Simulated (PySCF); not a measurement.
Structure problem from calculated spectra and properties.

Formula: C8H14N2.

- NMR, other nuclei: isotropic shieldings of nuclei other than C and H, by class: -157 (1 N), 216 (1 N) ppm [GIAO PBE0/pcSseg-1]
- Dipole: 1.43 D [PBE0/pcSseg-1]
- 1H NMR: chemical shifts (computed TMS as zero) by class: 7.77 (1 H), 7.15 (1 H), 6.31 (1 H), 5.68 (1 H), 4.34 (1 H), 4.09 (1 H), 2.73 (1 H), 2.28 (6 H), 1.99 (1 H) ppm [GIAO PBE0/pcSseg-1]
- 13C NMR: chemical shifts (computed TMS as zero) by class: 153.4 (1 C), 145.8 (1 C), 139.3 (1 C), 82.4 (1 C), 76.0 (1 C), 44.1 (1 C), 43.4 (2 C) ppm [GIAO PBE0/pcSseg-1]
- Rotational structure: rotational constants A, B, C: 3.533, 0.722, 0.707 GHz [GFN2-xTB]

Electronic properties: PySCF, gas phase, density fitting. Levels stand in brackets. One conformer (not necessarily the lowest) at the GFN2-xTB geometry, without solvent, vibrations or thermal averaging. NMR values are class means; diastereotopic atoms form classes of their own.

Question: Propose a structure and show how it fits.

Answer: Numbering: `[CH2:1]=[N:2][C@@H:3]1[CH:4]=[CH:5][C@@H:6]([N:7]([CH3:8])[CH3:9])[CH2:10]1`. Its formula, C8H14N2, gives 3 degrees of unsaturation: 1 ring and 2 π bonds in the structure found. 8 carbons fall into 7 classes; from least to most shielded: imine carbon [C1] (153.4 ppm), alkene CH carbon [C4] (145.8 ppm), alkene CH carbon [C5] (139.3 ppm), ring sp3 carbon bound to nitrogen [C3] (82.4 ppm), ring sp3 carbon bound to nitrogen [C6] (76.0 ppm), ring CH2 carbon [C10] (44.1 ppm), N-methyl carbon [C8/C9] (43.4 ppm, 2 C, up to 7.5 ppm apart in this geometry). Hydrogen classes from least to most shielded: 1 H on an imine carbon, C1 (7.77 ppm), 1 H on an imine carbon, C1 (7.15 ppm), 1 H on an alkene CH carbon, C5 (6.31 ppm), 1 H on an alkene CH carbon, C4 (5.68 ppm), 1 H on an sp3 carbon bound to nitrogen, C3 (4.34 ppm), 1 H on an sp3 carbon bound to nitrogen, C6 (4.09 ppm), 1 H on a ring CH2 carbon, C10 (2.73 ppm), 6 H on 2 N-methyl carbons, C8/C9 (2.28 ppm, a mean of values up to 0.8 ppm apart in this geometry), 1 H on a ring CH2 carbon, C10 (1.99 ppm). The other shieldings belong to: -157 ppm, imine nitrogen [N2]; 216 ppm, tertiary amine nitrogen [N7]. The optimised geometry has point group C1 and is an asymmetric top. Structure: `CN([C@@H]1C=C[C@H](C1)N=C)C`. Computed isomers that give other values at the same levels: `C=CC1=NN(C(C)C)CC1` (13C chemical shifts (computed TMS as zero) by class: 146.7 (1 C), 139.6 (1 C), 115.6 (1 C), 54.0 (1 C), 51.7 (1 C), 32.6 (1 C), 21.2 (2 C) ppm); `C=C/C(C)=N\N=C(/C)CC` (13C chemical shifts (computed TMS as zero) by class: 139.9 (1 C), 135.6 (1 C), 134.5 (1 C), 123.7 (1 C), 38.3 (1 C), 22.0 (1 C), 16.8 (1 C), 15.4 (1 C) ppm); `C=CN(CC)/N=C\C1CC1` (13C chemical shifts (computed TMS as zero) by class: 151.5 (1 C), 131.5 (1 C), 82.8 (1 C), 43.7 (1 C), 13.7 (1 C), 12.3 (1 C), 9.5 (2 C) ppm). The assignments are read from this structure; whether some other isomer fits the data as well wasn't checked. The mirror image fits equally.
